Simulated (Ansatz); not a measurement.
Ideal-gas functions of ClH4N2SV, SMILES `[NH2][V]([NH2])(=[S])[Cl]` at 800 K and 1 bar, from an Ansatz frequency run at PBE0-D4/def2-TZVP.

Molar mass 150.51 g/mol, point group Cs (symmetry number 1), electronic degeneracy 1, moments of inertia 191.632, 285.174, 319.279 u Å². Harmonic wavenumbers (cm⁻¹, unscaled): 137, 143, 185, 204, 205, 230, 373, 431, 445, 489, 559, 573, 683, 757, 776, 1515, 1521, 3556, 3560, 3678, 3679.

Use S(trans) = R[1.5 ln M + 2.5 ln T − 1.1517]; rotational temperatures θ = 24.2544 K / I; S(rot) = R[ln(√π/σ · √(T³/θAθBθC)) + 1.5]; for each mode x = 1.438777 ν̃/T, S = R[x/(eˣ − 1) − ln(1 − e⁻ˣ)] and H = RT x/(eˣ − 1); 1 cm⁻¹ = 0.0119627 kJ/mol; R = 8.31446 J/(mol·K).

Question: By hand: the entropy, in J/(mol·K).

Answer: Translation 191.9. Rotation: θ = 0.1266, 0.0851, 0.076 K, giving 130.1. Vibration, mode by mode: 19.98, 19.63, 17.50, 16.70, 16.66, 15.71, 11.79, 10.64, 10.38, 9.65, 8.61, 8.42, 7.11, 6.36, 6.19, 2.15, 2.14, 0.10, 0.10, 0.08, 0.08, in all 190.0. Electronic 0.0. Sum 512.0 J/(mol·K).

Question: By hand: H − E and G − E in kJ/mol, counted from the electronic energy.

Answer: Zero-point energy ½ × 23699 × 0.0119627 = 141.8; thermal vibration 71.3; translation, rotation and pV give 4 RT = 26.6. H − E = 239.7 kJ/mol, and G − E = 239.7 − 800 × 512.0/1000 = -169.9 kJ/mol.

Vibration gives 37 % of the entropy, 39.6 J/(mol·K) of it from the modes under 150 cm⁻¹: soft modes count most, and the harmonic formula is weakest for them. The sum counts one conformer and one mirror image; others add a mixing term.
